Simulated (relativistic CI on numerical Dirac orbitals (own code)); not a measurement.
# Energy levels of Cd15+

Computed by Dirac-Coulomb-Breit CI, KLI orbitals optimised for each configuration, model QED (radiative potential, 1s self-energy scaled to tabulated hydrogen-like ionisation energies), unscaled Slater integrals (own radial code, finite nucleus).

CI space (outside the closed core [Ar] 3d10): 4s²4p³, 4s4p⁴, 4p⁵, 4s²4p²4d, 4s4p³4d, 4s²4p²4f, 4s4p³4f, 4p⁴4d, 4s4p²4d², 4s²4p²5s, 4s²4p4d4f, 4s²4p4d², 4s²4d³, 4s4p4d³, 4s²4d²4f, 4s4p4d²4f, 4s²4d²5s, 4p³4d², 4p²4d³, 4p²4d²4f, 4p²4d²5s. Double excitations out of closed p, d and f shells are left out; levels of such configurations are missing from the list, as are those of other unlisted configurations, and high levels can miss mixing partners.

The lowest level is 4s²4p³ ⁴S°3/2, with 60 % of that term; Hund's rules for 4s²4p³ give ⁴S° with J = 3/2, in agreement.

```tsv
No.	Configuration	Term	J	E (cm⁻¹)	%	Lifetime (s)
1	4s²4p³	⁴S°	3/2	0	60	
2	4s²4p³	²D°	3/2	50877	60	4.00e-04
3	4s²4p³	²D°	5/2	68894	98	2.03e-03
4	4s²4p³	²P°	1/2	97673	97	2.17e-04
5	4s²4p³	²P°	3/2	143580	63	8.51e-05
6	4s4p⁴(3P)	⁴P	5/2	346455	84	2.13e-10
7	4s4p⁴(3P)	⁴P	3/2	382370	79	1.26e-10
8	4s4p⁴(3P)	⁴P	1/2	388822	76	1.18e-10
9	4s4p⁴(1D)	²D	3/2	432252	63	7.09e-11
10	4s4p⁴(1D)	²D	5/2	447887	76	1.00e-10
11	4s4p⁴(1S)	²S	1/2	490387	42	2.87e-11
12	4s4p⁴(3P)	²P	3/2	497609	49	3.25e-11
13	4p²(3P)4d	⁴F	3/2	522929	69	8.11e-11
14	4p²(3P)4d	⁴F	5/2	538621	54	1.21e-10
15	4s4p⁴(1S)	²S	1/2	551660	26	5.61e-11
16	4p²(1D)4d	²F	5/2	561790	63	6.08e-10
17	4p²(3P)4d	⁴F	7/2	568591	79	2.72e-09
18	4p²(3P)4d	⁴D	3/2	574909	67	4.50e-11
19	4p²(3P)4d	⁴D	1/2	574977	73	4.39e-11
20	4p²(1D)4d	²F	7/2	575463	49	3.34e-09
21	4p²(3P)4d	⁴F	9/2	587738	72	1.68e-03
22	4p²(3P)4d	⁴D	5/2	594772	48	5.74e-11
23	4p²(3P)4d	²P	3/2	615023	51	7.65e-12
24	4p²(1D)4d	²G	7/2	624285	52	1.14e-10
25	4p²(3P)4d	⁴P	5/2	640516	66	4.26e-12
26	4p²(1D)4d	²F	7/2	643964	45	2.63e-10
27	4p²(3P)4d	⁴P	3/2	645590	43	5.39e-12
28	4p²(3P)4d	⁴P	1/2	647090	41	4.94e-12
29	4p²(1D)4d	²G	9/2	655899	71	1.96e-04
30	4p²(3P)4d	²D	3/2	659554	64	1.04e-11
31	4p²(3P)4d	²P	1/2	670273	43	4.83e-12
32	4p²(3P)4d	²D	5/2	680474	73	4.48e-12
33	4p²(1D)4d	²P	1/2	695092	75	6.17e-12
34	4p²(1D)4d	²D	3/2	696804	61	4.27e-12
35	4p²(1S)4d	²D	5/2	705672	47	5.14e-12
36	4p²(1D)4d	²D	5/2	711844	72	8.89e-12
37	4p²(3P)4d	²F	7/2	731630	91	3.14e-12
38	4p²(1D)4d	²S	1/2	733397	52	5.01e-12
39	4p²(1D)4d	²P	3/2	734543	68	5.06e-12
40	4p²(3P)4d	²D	3/2	763809	87	3.94e-12
41	4p²(3P)4d	²D	5/2	772059	57	3.54e-12
42	4p⁵	²P°	3/2	794986	70	4.00e-11
43	4s4p³(4S°)<5S°>4d	⁶D°	1/2	825861	90	8.04e-10
44	4s4p³(4S°)<5S°>4d	⁶D°	3/2	827306	90	4.92e-10
45	4s4p³(4S°)<5S°>4d	⁶D°	5/2	828214	86	6.41e-10
46	4s4p³(4S°)<5S°>4d	⁶D°	7/2	830054	83	1.23e-09
47	4s4p³(4S°)<5S°>4d	⁶D°	9/2	835815	88	2.37e-09
48	4p⁵	²P°	1/2	852674	66	4.14e-11
49	4s4p³(2D°)<3D°>4d	⁴F°	3/2	875657	51	1.69e-10
50	4s4p³(4S°)<5S°>4d	⁴D°	5/2	877249	51	1.79e-10
51	4s4p³(4S°)<5S°>4d	⁴D°	7/2	893350	65	4.29e-10
52	4s4p³(2D°)<3D°>4d	⁴D°	1/2	899603	90	2.96e-10
53	4s4p³(2D°)<3D°>4d	⁴D°	3/2	900219	56	2.00e-10
54	4s4p³(2D°)<3D°>4d	⁴F°	5/2	903385	50	1.72e-10
55	4s4p³(2D°)<3D°>4d	⁴F°	7/2	911336	56	2.20e-10
56	4s4p³(2D°)<3D°>4d	⁴G°	5/2	916955	62	9.78e-11
57	4s4p³(2D°)<3D°>4d	⁴F°	9/2	923377	52	2.38e-10
58	4s4p³(2D°)<3D°>4d	⁴G°	7/2	923525	50	8.32e-11
59	4s4p³(2D°)<3D°>4d	²S°	1/2	927942	57	1.11e-10
60	4s4p³(2D°)<3D°>4d	⁴F°	9/2	934553	57	1.68e-10
61	4s4p³(2P°)<3P°>4d	⁴D°	1/2	944348	87	3.53e-11
62	4s4p³(2D°)<3D°>4d	⁴G°	11/2	947441	94	1.81e-10
63	4s4p³(2D°)<3D°>4d	²G°	7/2	954889	63	1.01e-10
64	4s4p³(2P°)<3P°>4d	⁴D°	3/2	956739	61	2.79e-11
65	4s4p³(2P°)<3P°>4d	²D°	5/2	960343	28	2.09e-11
66	4s4p³(2D°)<3D°>4d	²G°	9/2	961016	65	1.58e-10
67	4s4p³(2P°)<3P°>4d	⁴P°	3/2	963373	53	2.66e-11
68	4s4p³(2P°)<3P°>4d	⁴P°	1/2	975793	60	4.56e-11
69	4s4p³(2P°)<3P°>4d	⁴P°	5/2	981170	41	9.39e-12
70	4s4p³(2P°)<3P°>4d	⁴F°	3/2	981422	70	3.99e-11
```

Energies count from the lowest computed level; ° marks odd parity; lifetimes are radiative, by E1, M1, E2, M2, E3 decay to levels of this space only. Percentages are summed over parent terms; the parents shown are those of the largest component, closed shells are left out there, and <> holds an intermediate term.

The mean weight of the leading LS term, summed over parents, in these 70 levels is 64 %, and that of the leading jj configuration (from the same eigenvectors) 57 %.

At this charge energies of transitions that change n are usually good to better than 1 %, and those within a shell (Δn = 0) to a few per cent.

LS names give the leading component of a level, which can be under half, so a name can repeat, a term be missing and a line seem to break the LS rules.
